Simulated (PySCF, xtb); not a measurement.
C₂H₉FOSi₂, SMILES [SiH3][C@H]([Si@H](C)O)F.

GFN2-xTB in xtb at its own geometry gives an orbital gap of 5.25 eV and a dipole moment of 2.68 D.

Geometry: r2SCAN-D4/def2-SVP. The structure was generated by enumeration; whether it is a known compound was not checked. Other conformers were not sampled.

### Question
What does r2SCAN/def2-TZVP run with PySCF give? (An estimate is asked for; the answer gives what the named calculation found.)

### Answer
gap 6.65 eV (levels -7.03 and -0.38 eV), dipole 2.01 D.
